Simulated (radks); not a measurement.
Results of a calculation; reference values are marked as such.
Trend from K3+ to Kr3+: ionisation energy by Delta-SCF between NIST ground configurations, and size. Code: a radial shooting solver on a logarithmic mesh with Libxc functionals. Model: Dirac Kohn-Sham, PBE, spin-unpolarised, spherical densities, finite nucleus; open shells fill j = l - 1/2 first; Fermi nuclear charge, rms radius of each element as measured or else 0.836 A^(1/3) + 0.57 fm.

| species | configuration | IE (eV) | NIST (eV) | kind | r at 0.001 e/bohr^3 (bohr) |
|---|---|---|---|---|---|
| K3+ | [Ne] 3s2 3p4 | 62.884 | 60.92 | semi-emp. | 2.89 |
| Ca3+ | [Ne] 3s2 3p5 | 68.273 | 67.273 | semi-emp. | 2.81 |
| Sc3+ | [Ar] | 73.700 | 73.489 | exp. | 2.73 |
| Ti3+ | [Ar] 3d1 | 43.322 | 43.267 | exp. | 2.78 |
| V3+ | [Ar] 3d2 | 45.914 | 46.709 | exp. | 2.80 |
| Cr3+ | [Ar] 3d3 | 48.405 | 49.16 | semi-emp. | 2.79 |
| Mn3+ | [Ar] 3d4 | 50.811 | 51.2 | semi-emp. | 2.77 |
| Fe3+ | [Ar] 3d5 | 52.966 | 54.91 | exp. | 2.75 |
| Co3+ | [Ar] 3d6 | 55.214 | 51.3 | semi-emp. | 2.72 |
| Ni3+ | [Ar] 3d7 | 57.403 | 54.9 | semi-emp. | 2.68 |
| Cu3+ | [Ar] 3d8 | 59.539 | 57.38 | semi-emp. | 2.65 |
| Zn3+ | [Ar] 3d9 | 61.628 | 59.57 | exp. | 2.62 |
| Ga3+ | [Ar] 3d10 | 63.672 | 63.24 | exp. | 2.58 |
| Ge3+ | [Ar] 3d10 4s1 | 46.341 | 45.716 | exp. | 3.04 |
| As3+ | [Ar] 3d10 4s2 | 50.647 | 50.2 | exp. | 3.15 |
| Se3+ | [Ar] 3d10 4s2 4p1 | 42.586 | 42.947 | exp. | 3.27 |
| Br3+ | [Ar] 3d10 4s2 4p2 | 46.462 | 47.78 | exp. | 3.28 |
| Kr3+ | [Ar] 3d10 4s2 4p3 | 49.398 | 50.9 | exp. | 3.26 |

Reference values: NIST Atomic Spectra Database (exp. = measured, semi-emp. = semi-empirical, theory = theoretical value adopted there). Spin polarisation and multiplet splitting are left out, so open shells lie too high by an amount that depends on their filling.

Beside tabulated values, note that spin-unpolarised runs miss the spin-polarisation part of the exchange energy of open shells.
